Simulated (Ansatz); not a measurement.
```yaml
crystal:
  periodic: [false, false, false]
  atoms:
    - {symbol: Pd, position_ang: [-0.000481, 0.000188, 0.000376]}
    - {symbol: I, position_ang: [-0.987503, 1.265839, -1.906727]}
    - {symbol: I, position_ang: [0.987985, -1.266027, 1.906350]}
basis:
  gaussian: {orbitals: def2-TZVP, initial_orbitals: start.molden}
hamiltonian: {xc: pbe}
correlation: {method: rpa}
scf: {omitted_lower_state_checks: [starts]}
```

The file start.molden holds the orbitals of an earlier run on this structure, at another level or in another basis.

```sh
$ ansatz run in.yaml --threads 4 --pin off --events-out ev --progress --plain --max-ram 3916MiB
```

It prints (some lines left out):

```
Functional definition: PBE
1350 factors; integrals over basis functions are off by at most 2.7e-4 eV
mean field evaluation 1: about -19683.6729 eV, gradient 6.7e0 eV
mean field evaluation 2: about -19683.8074 eV, gradient 2.8e-1 eV
mean field evaluation 4: about -19683.8178 eV, gradient 3.8e-1 eV
mean field evaluation 8: about -19683.8200 eV, gradient 1.7e-2 eV
mean field -19683.81999913 eV, -723.3670427958 hartree, gradient 4.7e-6 eV, S^2 0.000000; 0 other end points of the search recorded, 0 dependent functions left out; unrestricted orbitals would lower it
mean field evaluation 16: about -19600.0836 eV, gradient 1.7e1 eV
mean field evaluation 32: about -19603.4583 eV, gradient 1.4e-3 eV
8 core orbitals not correlated: weight in the atoms' cores, before any rotation towards them, 1.000 or more for the frozen orbitals, at most 0.000 for the correlated occupied ones
reference -19600.13004030 eV, -720.2914935358 hartree; 26, 26 occupied and 106, 106 virtual orbitals, 1350 factors
Error: the energy between an occupied orbital and the lowest state that it is excited into in its spin channel is -0.4934 eV and must be positive: a state without a gap has no random-phase energy
```

Q: Can the result of this run be used?

A: No. The run stopped with an error. The reference has no gap: an occupied orbital lies above an empty one, and the correlation energy can't be formed.
